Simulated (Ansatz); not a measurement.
Geometry optimisation, Ansatz, UKS B3LYP-D4/def2-SVP.

Input:

```yaml
crystal:
  periodic: [false, false, false]
  atoms:
    - { symbol: W, position_ang: [0.289783, -0.289783, 0.339672] }
    - { symbol: Cl, position_ang: [-0.377714, 0.377714, 2.506888] }
    - { symbol: H, position_ang: [1.622033, 0.393105, -0.462357] }
    - { symbol: H, position_ang: [-0.051141, 1.238379, -0.188957] }
    - { symbol: H, position_ang: [-1.238379, 0.051141, -0.188957] }
    - { symbol: H, position_ang: [-0.393105, -1.622033, -0.462357] }
    - { symbol: H, position_ang: [0.04538, -0.04538, -1.302242] }
    - { symbol: H, position_ang: [0.103143, -0.103143, 4.988309] }
magnetization:
  spin_polarized: true
  initial_magnetization: 1
basis:
  gaussian: { orbitals: def2-SVP }
hamiltonian:
  xc: b3lyp
  dispersion: d4
relax:
  f_tol: 0.03
  max_steps: 50
```

Launched with:

```bash
$ ansatz run input.yaml --threads 2 --pin off --max-ram 3072MiB --backend cpu --events-out ev --progress --plain --runs-dir out
```

**Question.** Where does it end, and by what steps?

**Answer.** The run converged. After 7 steps the energy has fallen by 0.042 eV; H8 moved furthest, 0.35 Å.

```
step  energy less start (eV)  largest force component (eV/Å)  accepted
   0                  0.0000                           0.807       yes
   1                 -0.0242                           0.218       yes
   2                 -0.0309                           0.067       yes
   3                 -0.0385                           0.071       yes
   4                 -0.0393                           0.059       yes
   5                 -0.0414                           0.035       yes
   6                 -0.0417                           0.054       yes
   7                 -0.0419                           0.006       yes
```

```xyz
8
Properties=species:S:1:pos:R:3
W 0.280 -0.280 0.304
Cl -0.401 0.401 2.396
H 1.628 0.400 -0.480
H -0.058 1.242 -0.247
H -1.242 0.058 -0.247
H -0.400 -1.628 -0.480
H 0.052 -0.052 -1.348
H 0.141 -0.141 5.332
```

The run took 26 s on 2 threads of Arm Neoverse V2 (shared host), peak memory 0.2 GiB.
